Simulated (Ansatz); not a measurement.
Reaction (formal exchange of groups at the Si–Te bond): `[SeH][SiH2][TeH]` + `CCCI` → `CC[SiH2][SeH]` + `[TeH]CI`

Calculated with Ansatz (gas phase, PBE0-D4/def2-TZVP geometries, no zero-point term in ΔE). CBS: MP2 limit from def2 TZ/QZ plus the TZ coupled-cluster correction, frozen cores. Functionals use def2-TZVPP. def2 core potentials past Kr. For I, Se, Te outer-core shells are correlated without core-valence functions, which leaves a few kJ/mol of doubt a bond. Scalar relativity is left out up to krypton. One conformer a species, not always the lowest.

`[SeH][SiH2][TeH]`:

Z-matrix (Å, degrees):
```
Si
Te 1 2.485
Se 1 2.278 2 108.3
H 1 1.485 2 104.6 3 120.3
H 1 1.483 2 112.2 3 -121.2
H 2 1.658 1 91.3 3 64.3
H 3 1.472 1 93.2 2 -166.2
```

`CCCI`:

```xyz
11

C    -1.304   -0.111    0.005
C     0.059    0.058    0.649
C     1.223   -0.119   -0.297
I     1.320    1.406   -1.814
H    -2.099   -0.020    0.748
H    -1.473    0.647   -0.763
H    -1.397   -1.092   -0.467
H     0.131    1.033    1.139
H     0.186   -0.694    1.439
H     1.170   -1.056   -0.850
H     2.183   -0.053    0.210
```

`CC[SiH2][SeH]`:

```xyz
12

C    -0.076   -1.489    0.558
C    -0.064    0.001    0.881
Si   -0.485    1.104   -0.573
Se    0.946    0.829   -2.334
H    -1.062   -1.813    0.214
H     0.181   -2.089    1.435
H     0.640   -1.726   -0.232
H    -0.783    0.234    1.676
H     0.917    0.306    1.262
H    -1.809    0.745   -1.148
H    -0.499    2.530   -0.151
H     2.093    1.368   -1.589
```

`[TeH]CI`:

Cartesian coordinates in Å:
```
Te -0.444 -1.234 -1.108
C -0.092 0.044 0.560
I -0.482 2.127 0.284
H 0.826 -0.607 -1.968
H 0.942 -0.039 0.875
H -0.750 -0.292 1.357
```

```
  level  ΔE (eV)
ωB97X-V     0.78
ωB97M-V     0.76
```

What does CCSD(T)/CBS give? (Best estimate.)

Computed: +0.77 eV. The listed levels differ from it by 0.01, -0.01 eV.

Largest T1 diagnostic among the species: 0.010.

In def2-TZVPP, CCSD(T) changes the Hartree–Fock value by −0.10 eV (the triples alone add −0.01 eV) and MP2 by −0.09 eV. From PBE to PBE0 (25 % exact exchange), in def2-TZVPP and without D4, ΔE moves by +0.05 eV.
